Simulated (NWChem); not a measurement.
System: CH6O2Si2; SMILES C1O[SiH2]O[SiH2]1

NWChem input:

```
start job
memory heap 200 mb stack 900 mb global 1100 mb
geometry units angstroms noautoz
  C     -1.442992     0.517043     0.000000
  O     -1.149916    -0.898832     0.000000
  Si     0.453897    -1.355557     0.000000
  O      1.259947     0.108911     0.000000
  Si     0.249042     1.444463     0.000000
  H     -2.051461     0.746081     0.883413
  H     -2.051461     0.746081    -0.883413
  H      0.791261    -2.139137     1.214005
  H      0.791261    -2.139137    -1.214005
  H      0.464433     2.281311    -1.209446
  H      0.464433     2.281311     1.209446
end
basis spherical
  C library def2-svp
  O library def2-svp
  Si library def2-svp
  H library def2-svp
end
dft
  xc slater pw91lda
  iterations 150
  mulliken
end
task dft energy
```

The geometry was optimised at B3LYP/6-31G* (spherical d).

Task: What results follow from this input? (LDA (Slater exchange, PW92)/def2-SVP.) Quantities: energy (Ha); highest occupied level (eV); orbital gap (eV); dipole (D).

Result: 
```json
{
 "energy (Ha)": "-767.13",
 "highest occupied level (eV)": "-6.57",
 "orbital gap (eV)": "5.76",
 "dipole (D)": "1.28"
}
```
